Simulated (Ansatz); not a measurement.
`[NH][SiH](Cl)Cl` radical. Total charge 0; spin multiplicity 2.

Z-matrix (Å, degrees):
```
Si
Cl 1 2.043
Cl 1 2.043 2 110.5
N 1 1.734 2 109.1 3 120.1
H 1 1.469 2 108.6 3 -119.0
H 4 1.023 1 113.3 2 -60.6
```

Question: What are the harmonic wavenumbers in cm⁻¹ at PBE0-D4/def2-TZVP (Ansatz, finite differences of forces, unscaled)? (Estimate.)

Answer: Ansatz gave: 90, 170, 256, 273, 508, 588, 741, 807, 834, 887, 2313, 3491.

Question: Is this a minimum?

Answer: Yes, all 12 modes are real.

Question: Give the ideal-gas thermochemistry at 298.15 K and 1 bar (rigid rotor, harmonic oscillator; point group Cs, symmetry number 1).

Answer: Zero-point energy 65.5 kJ/mol; H(298) − E = 83.3 kJ/mol; entropy 334.5 J/(mol·K), of which translation 168.0, rotation 113.6, vibration 47.1, electronic 5.8; G(298) − E = -16.5 kJ/mol. Modes under 100 cm⁻¹ are hindered rotations or soft bends, so the harmonic entropy is rough.

Question: And at 400, 500, 600, 800 and 1000 K?

Answer: 
```csv
T (K),H − E (kJ/mol),S (J/mol/K),G − E (kJ/mol)
400,92.4,360.8,-51.9
500,102.2,382.6,-89.1
600,112.5,401.4,-128.3
800,134.4,432.8,-211.9
1000,157.3,458.3,-301.1
```

Question: Rotational constants (cm⁻¹)?

Answer: 0.1641, 0.07912, 0.05832.
